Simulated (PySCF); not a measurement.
C7H11O (doublet state).
Geometry (GFN2-xTB, Å), atoms numbered from 1 in this order:
```xyz
19
C7H11O angstrom
C     -0.643    1.963    0.061
C     -0.746    0.563   -0.400
C     -1.604   -0.103    0.657
C     -2.871   -0.432    0.481
C      0.597   -0.128   -0.494
C      1.018   -0.713   -1.608
O      1.274   -0.066    0.687
C      2.539   -0.673    0.749
H     -1.411    2.666   -0.195
H      0.054    2.212    0.836
H     -1.252    0.505   -1.367
H     -1.110   -0.244    1.607
H     -3.374   -0.287   -0.461
H     -3.460   -0.864    1.273
H      1.968   -1.207   -1.697
H      0.403   -0.706   -2.488
H      2.904   -0.506    1.761
H      2.473   -1.749    0.558
H      3.233   -0.222    0.033
```

The hyperfine couplings belong to this conformer and change with its torsions.

The species is `[CH2][C@H](C=C)C(=C)OC` [radical].

Method used: UKS B3LYP, pcH-1 on C H O, non-relativistic, mean-field spin-orbit, GIAO (PySCF 2.14.0). Geometry: GFN2-xTB, one conformer, isolated molecule. The geometry wasn't refined by DFT: couplings that depend on bond lengths, twists or pyramidal angles can differ widely from those at the functional's own minimum. The SCF solution wasn't tested for stability.

(1) Match the computed a_iso(13C) values +94.2, +73.7, -25.6, +16.6, +7.9, +0.7 MHz with the sites C1; C2; C3; C4; C5; C6.

Answers

(1) 
```
site  a_iso (MHz)  ρ(0) (bohr⁻³)                 position  distance from C1 (Å)  spin population  largest |T| (MHz)
  C1        +94.2        +0.0838  largest spin population                  0.00            +1.05              159.5
  C2        -25.6        -0.0228           1 bond from C1                  1.48            -0.07                2.8
  C3        +73.7        +0.0655          2 bonds from C1                  2.35            -0.01               13.7
  C4         +7.9        +0.0070          3 bonds from C1                  3.30            +0.10               15.5
  C5        +16.6        +0.0148          2 bonds from C1                  2.49            +0.01                4.4
  C6         +0.7        +0.0006          3 bonds from C1                  3.56             0.00                1.0
```

ρ(0) is the spin density at the nucleus and T the dipolar tensor; entries for several nuclei are means. The largest Mulliken spin populations are on C1 (+1.05), C4 (+0.10) and C2 (-0.07). C1 is the only atom above +0.15. The positive populations add up to 1.18 and the negative ones to -0.18, together 2S = 1. The angles at C1 add up to 358.3°, so it is nearly planar; its axial dipolar tensor and the negative couplings of its protons fit spin in a p orbital normal to that plane.

Examples of negative spin density at the nucleus (bohr⁻³): C2 (-0.0228), H9/H10 (-0.0135) and H13 (-0.0011).

Nuclei that the bonding pattern makes equivalent are averaged, as if the motion that swaps them (rotation, inversion, ring flip) were fast.
